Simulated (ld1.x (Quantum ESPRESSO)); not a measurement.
# manganese, PAW: configuration errors across variants

- Element: manganese (Mn)
- Generator: ld1.x (Quantum ESPRESSO) 7.5
- Type: PAW
- Functional: BLYP
- Relativity: scalar-relativistic
- Frozen core: [Ar]
- Valence charge: 7
- Reference configuration: 3d5 4s1.5 4p0 (charge +0.5)
- Partial waves: 4s (bound): rcut 1.70, rcutus 2.20 bohr; 4s channel at 0.65 Ry: rcut 1.70, rcutus 2.20 bohr; 4p (bound, empty): rcut 2.10, rcutus 2.40 bohr; 4p channel at 2.15 Ry: rcut 2.10, rcutus 2.40 bohr; 3d (bound): rcut 1.35, rcutus 1.60 bohr; 3d channel at -0.3 Ry: rcut 1.35, rcutus 1.60 bohr
- Local potential: all-electron potential smoothed inside 1.85 bohr (lloc = -1)
- Core correction: Bessel-smoothed model core inside 1.65 bohr
- Augmentation charge: PSQ, radius 1.15 bohr

All-electron excitation energies from the reference (eV): (1) 3d5 4s2 4p0 -3.334; (2) 3d5 4s1 4p0 5.067; (3) 3d5 4s0 4p0 20.837; (4) 3d3 4s0 4p0 104.091; (5) 3d4 4s0 4p0 53.357; (6) 3d6 4s0 4p0 3.597; (7) 3d4 4s2 4p1 4.465.

Errors AE − PS in meV (a dash: test not solved or not reliable):

```tsv
change	(1)	(2)	(3)	(4)	(5)	(6)	(7)	bound ghosts
base	+0.2	-0.7	-6.0	-1884	-348	-102	-180	none
wave 3d channel at -0.3 Ry: rcut 1.35, rcutus 1.60 bohr becomes 3d channel at -0.63 Ry: rcut 1.35, rcutus 1.60 bohr	+0.2	-0.7	-5.9	-1860	-344	-100	-176	none
wave 3d channel at -0.3 Ry: rcut 1.35, rcutus 1.60 bohr becomes 3d channel at -0.58 Ry: rcut 1.35, rcutus 1.60 bohr	+0.2	-0.7	-5.9	-1865	-346	-100	-177	none
wave 3d channel at -0.3 Ry: rcut 1.35, rcutus 1.60 bohr becomes 3d channel at -0.42 Ry: rcut 1.35, rcutus 1.60 bohr	+0.1	-0.7	-6.0	-1877	-347	-101	-179	none
wave 3d channel at -0.3 Ry: rcut 1.35, rcutus 1.60 bohr becomes 3d channel at -0.05 Ry: rcut 1.35, rcutus 1.60 bohr	+0.2	-0.8	-6.1	-1891	-349	-102	-181	none
wave 3d channel at -0.3 Ry: rcut 1.35, rcutus 1.60 bohr becomes 3d channel at 0.57 Ry: rcut 1.35, rcutus 1.60 bohr	+0.2	-0.7	-6.2	-1890	-349	-102	-181	none
wave 3d channel at -0.3 Ry: rcut 1.35, rcutus 1.60 bohr becomes 3d channel at 2.57 Ry: rcut 1.35, rcutus 1.60 bohr	+0.2	-0.7	-6.2	-1868	-345	-101	-178	none
wave 3d channel at -0.3 Ry: rcut 1.35, rcutus 1.60 bohr becomes 3d channel at 6.32 Ry: rcut 1.35, rcutus 1.60 bohr	+0.1	-0.9	-8.0	-1886	-369	-110	-184	none
```

Task: Give the same row for: wave 3d channel at -0.3 Ry: rcut 1.35, rcutus 1.60 bohr becomes 3d channel at 0.97 Ry: rcut 1.35, rcutus 1.60 bohr.

Result: +0.2, -0.7, -6.2, -1886, -348, -102, -180; bound ghosts: none.
